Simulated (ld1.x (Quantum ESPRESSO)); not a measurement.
Zn (Z = 30): variants of one PAW potential

Base potential:

```json
{"Element": "Zn (Z = 30)", "Generator": "ld1.x (Quantum ESPRESSO) 7.5", "Type": "PAW", "Functional": "revPBE", "Relativity": "fully relativistic", "Frozen core": "[Ne]", "Valence charge": "20", "Reference configuration": "3s2 3p6 3d10 4s2 4p0", "Partial waves": "3s (bound): rcut 0.90, rcutus 1.05 bohr; 4s (bound): rcut 0.90, rcutus 1.05 bohr; 3p (bound): rcut 1.15, rcutus 1.45 bohr; 4p (bound, empty): rcut 1.15, rcutus 1.45 bohr; 3d (bound): rcut 0.50, rcutus 0.65 bohr; 3d channel at 2.1 Ry: rcut 0.50, rcutus 0.65 bohr", "Local potential": "all-electron potential smoothed inside 0.50 bohr (lloc = -1)", "Core correction": "Bessel-smoothed model core inside 0.55 bohr", "Augmentation charge": "BG, radius 0.50 bohr"}
```

Open shells are filled in proportion to 2j + 1 (rel_dist='average').

All-electron outer shells of the reference configuration (revPBE, scalar-relativistic, ld1.x):

```tsv
shell	level (eV)	outermost node (bohr)	outermost maximum (bohr)
2s	-1158.43	0.07	0.19
2p	-1003.92	–	0.15
3s	-129.27	0.28	0.59
3p	-83.39	0.25	0.59
3d	-10.08	–	0.57
4s	-5.90	0.85	2.09
4p	-1.09	0.92	3.12
```

Cutoffs, loose and tight: the cutoffs (Ry, on a coarse ladder) from which the occupation-weighted sum of valence levels, in a spherical-Bessel basis at the reference potential, stays within 10 and 1 mRy of its value at 400 Ry. They do not see the model core or the augmentation charge, which bear on the density cutoff. Test errors are all-electron minus pseudo excitation energies from the reference, over the configurations 3s2 3p6 3d10 4s1 4p0; 3s2 3p6 3d10 4s0 4p0; 3s2 3p6 3d9 4s0 4p0; 3s2 3p6 3d10 4s1 4p1; 3s1 3p6 3d10 4s2 4p0; 3s2 3p5 3d10 4s2 4p0; 3s2 3p6 3d10 4s1.5 4p0. A dash means not determined; rows that change the core or the reference have their own tests. The largest error is taken over the tests solved by every variant that gives reliable tests at all: 3s2 3p6 3d10 4s0 4p0; 3s2 3p6 3d10 4s1 4p0; 3s2 3p6 3d9 4s0 4p0.

Cutoffs are not given where the Bessel-basis levels miss the radial ones by over 6 mRy, ghosts where they miss by over 20 mRy; a channel whose overlap is not positive is not tested.

| change | outcome | bound ghosts | largest test error (meV) |
| --- | --- | --- | --- |
| base | generated | not determined | +158 |
| waves 3d (bound): rcut 0.42, rcutus 0.44 bohr; 3d channel at 2.1 Ry: rcut 0.42, rcutus 0.44 bohr | failed: compute_chi: chi too large beyond r_c | – | – |
| waves 3d (bound): rcut 0.48, rcutus 0.50 bohr; 3d channel at 2.1 Ry: rcut 0.48, rcutus 0.50 bohr | failed: compute_chi: chi too large beyond r_c | – | – |
| waves 3d (bound): rcut 0.50, rcutus 0.60 bohr; 3d channel at 2.1 Ry: rcut 0.50, rcutus 0.60 bohr | generated | not determined | +135 |
| waves 3d (bound): rcut 0.50, rcutus 0.66 bohr; 3d channel at 2.1 Ry: rcut 0.50, rcutus 0.66 bohr | generated | not determined | +158 |
| waves 3d (bound): rcut 0.50, rcutus 0.72 bohr; 3d channel at 2.1 Ry: rcut 0.50, rcutus 0.72 bohr | generated | not determined | +167 |
| waves 3d (bound): rcut 0.50, rcutus 0.82 bohr; 3d channel at 2.1 Ry: rcut 0.50, rcutus 0.82 bohr | generated | not determined | +143 |
| waves 3d (bound): rcut 0.50, rcutus 0.90 bohr; 3d channel at 2.1 Ry: rcut 0.50, rcutus 0.90 bohr | generated | not determined | +146 |
| waves 3d (bound): rcut 0.50, rcutus 0.96 bohr; 3d channel at 2.1 Ry: rcut 0.50, rcutus 0.96 bohr | generated | not determined | +150 |

Reading the sweep of the d radius (base included, trends over the rows without a ghost): The generation fails at 0.44, 0.5 bohr.
